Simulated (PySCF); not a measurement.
How methods differ on the excitation energy of P²⁺

P²⁺ [Ne] 3s2 3p1 (2P) → P²⁺ [Ne] 3s1 3p2 (4P), as a difference of total energies. All numbers are calculated (PySCF 2.14, scalar relativity by spin-free X2C-1e, in dyall-acv3z (19s12p6d4f, 113 functions)). Correlated levels: valence: [Ne] frozen; valence and next inner shell: 1s2 frozen; virtual orbitals above 40 to 60 times the deepest correlated orbital energy dropped. The calculations carry no spin-orbit coupling.

```json
{"method": "UHF", "excitation energy (cm⁻¹)": "44478"}
{"method": "LDA", "excitation energy (cm⁻¹)": "57558"}
{"method": "PBE", "excitation energy (cm⁻¹)": "56514"}
{"method": "PBE0", "excitation energy (cm⁻¹)": "54972"}
{"method": "r2SCAN", "excitation energy (cm⁻¹)": "50493"}
{"method": "MN15", "excitation energy (cm⁻¹)": "54237"}
{"method": "BP86", "excitation energy (cm⁻¹)": "56765"}
{"method": "M06-2X", "excitation energy (cm⁻¹)": "59401"}
{"method": "MP2 (valence)", "excitation energy (cm⁻¹)": "52507"}
{"method": "SCS-MP2 (valence)", "excitation energy (cm⁻¹)": "55640"}
{"method": "MP2 (valence and next inner shell)", "excitation energy (cm⁻¹)": "54219"}
{"method": "SCS-MP2 (valence and next inner shell)", "excitation energy (cm⁻¹)": "56917"}
```

A first-order spin-orbit estimate (lowest level to lowest level, LS coupling) adds 0.005 eV.
